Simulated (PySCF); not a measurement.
# C$_{6}$H$_{13}$NSi: full NMR table

```yaml
Formula: C6H13NSi
SMILES: C=C(C)[C@H]1C[Si@H](N)C1
Point_group_of_the_computed_structure: C1
Degrees_of_unsaturation: 2
Carbon_signals: 5
Proton_signals: 8
```

Atom-mapped SMILES (the numbers label the heavy atoms): `[CH2:1]=[C:2]([CH3:3])[C@H:4]1[CH2:5][Si@H:6]([NH2:7])[CH2:8]1`; H(Xn) means a hydrogen on atom n. Ha(C5), Ha(C8) are cis to C2 on the ring; Ha(C1) is cis to C3; Hb(C5), Hb(C8) are trans to C2 on the ring; Hb(C1) is trans to C3.

Computational details: GIAO PBE0/pcSseg-1 shieldings, structure optimised with GFN2-xTB, in PySCF (equivalent nuclei averaged, non-relativistic, in vacuum, a single conformation).

Chemical shifts δ = σref − σ; TMS for $^{1}$H (σ = 31.72 ppm), $^{13}$C (σ = 186.93 ppm), $^{29}$Si (σ = 349.16 ppm); $^{15}$N (σ = 267.73 ppm) against NH3, all at this level.

```tsv
carbon	δC, type	δH (multiplicity)	HMBC from (2–3 bonds)	span of the C tensor (ppm)
C1	114.4, CH2	Hb(C1) 5.00 (br s); Ha(C1) 5.21 (br s)	H(C4), H(C3)	188
C2	173.0, C	–	Ha(C1), Hb(C1), H(C4), Hb(C5)/Hb(C8), H(C3), Ha(C5)/Ha(C8)	274
C3	29.3, CH3	1.98 (s)	Ha(C1), Hb(C1), H(C4)	51
C4	34.8, CH	2.40 (m)	H(Si6), Ha(C1), Hb(C1), Hb(C5)/Hb(C8), H(C3), Ha(C5)/Ha(C8)	18
C5/C8	35.2, CH2	Ha(C5) 1.63 (m); Hb(C5) 2.02 (m)	H(Si6), H(C4), Hb(C5)/Hb(C8), Ha(C5)/Ha(C8)	72
```

Other nuclei:
| atoms | nucleus | environment | δ (ppm) | σ (ppm) |
| --- | --- | --- | --- | --- |
| H(Si6) | $^{1}$H | hydrogen on a silicon bonded to 2 C, N, in a 4-membered ring | 5.35 | 26.36 |
| H(N7) | $^{1}$H | hydrogen on a nitrogen bonded to Si | 0.69 | 31.02 |
| Si6 | $^{29}$Si | silicon bonded to 2 C, N, H, in a 4-membered ring | -7.5 | 356.7 |
| N7 | $^{15}$N | nitrogen bonded to Si, 2 H | 26.0 | 241.7 |

Carbon types of the structure: 1 × C, 1 × CH, 3 × CH2, 1 × CH3, leaving 3 H on heteroatoms. δC 173.0: fully substituted alkene carbon. δC 114.4: terminal =CH2 carbon; the olefinic region. δH 5.21, 5.00: hydrogen on a terminal =CH2 carbon; olefinic region. δH 2.40: hydrogen on an allylic sp3 CH; allylic position. δH 0.69: hydrogen on a nitrogen bonded to Si; exchangeable; this is the value without hydrogen bonding to other molecules.

OH and NH positions are those of a molecule without intermolecular hydrogen bonds; in solution they move with solvent, concentration and temperature, and exchange usually removes their couplings. Shifts are as computed. Against solution values, carbons near 30 ppm lie about +3 ppm off and those near 130 ppm about +5 ppm. Of 1211 compounds with measured shifts, 218 miss one by over three times the rms of a fit or turn the order of signals round; such compounds aren't used in these exercises. Experimental scales use liquid or dissolved standards, which lie at an offset from isolated NH3 (liquid NH3: subtract about 20 ppm). Multiplicities follow the n + 1 count of equivalent neighbours, as no J values were calculated; m marks all less simple cases, F and P coupling included.
